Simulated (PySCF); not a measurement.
# Telling isomers of C6H14O apart by NMR

[PySCF 2.14.0 with density-fitted response routines: shieldings: GIAO PBE0/pcSseg-1; J couplings at B3LYP/pcJ-1 (spin–dipole term left out of most H,H and C,H couplings); structure optimised with PBE0-D3(BJ)/def2-SVP; no solvent; rapidly exchanging positions averaged; one conformer; relativity neglected]

Scale: TMS for 1H (σ = 31.27 ppm), 13C (σ = 184.41 ppm) (reference shieldings calculated alike). Multiplet labels drop J under 1 Hz and among equivalent protons, and merge close values. Unscaled 3J(H,H) run several per cent high. Shifts are as computed. Against solution values, carbons near 30 ppm lie about +2 ppm off and those near 130 ppm about +5 ppm. Of 1211 compounds with measured shifts, 218 miss one by over three times the rms of a fit or turn the order of signals round; such compounds aren't used in these exercises.

(1) Tabulate the signals of `COCC(C)(C)C`, `CCOC(C)(C)C`, `CC(C)OC(C)C` and their relative energies.

(2) What is the quickest way to tell COCC(C)(C)C from CC(C)OC(C)C?

(3) What is the quickest way to tell COCC(C)(C)C from CCOC(C)(C)C?

(4) What is the quickest way to tell CCOC(C)(C)C from CC(C)OC(C)C?

Results:

(1) 
| SMILES | carbon types | δC | δH | E rel. (kcal/mol) |
| --- | --- | --- | --- | --- |
| COCC(C)(C)C | 1×C 1×CH2 4×CH3 | 84.7, 59.3, 31.9, 28.1 | 3.31 (s, 3H), 2.74 (s, 2H), 0.88 (s, 9H) | 5.1 |
| CCOC(C)(C)C | 1×C 1×CH2 4×CH3 | 70.7, 57.1, 28.4, 18.1 | 3.28 (q, 2H), 1.20 (t, 3H), 1.16 (s, 9H) | 1.5 |
| CC(C)OC(C)C | 2×CH 4×CH3 | 68.1, 23.3 | 3.21 (m, 2H), 1.05 (m, 12H) | 0.0 |

Energies are electronic energies at PBE0/pcSseg-1 on these geometries, without zero-point or thermal terms, each for the one conformer computed, which needn't be the lowest.

(2) Count the carbon signals: 4 against 2. The first has an sp3 CH2 bonded to O at 84.7 ppm, the second an sp3 CH bonded to O at 68.1 ppm.

(3) Both give the same number of carbon signals, with the same numbers of each carbon type, so the positions decide. The first has a quaternary sp3 carbon (C) at 31.9 ppm, the second a fully substituted sp3 carbon bonded to O (C) at 70.7 ppm. Their most deshielded carbons lie at 84.7 and 70.7 ppm.

(4) Count the carbon signals: 4 against 2. The first has a fully substituted sp3 carbon bonded to O (C) at 70.7 ppm, the second an sp3 CH bonded to O at 68.1 ppm.
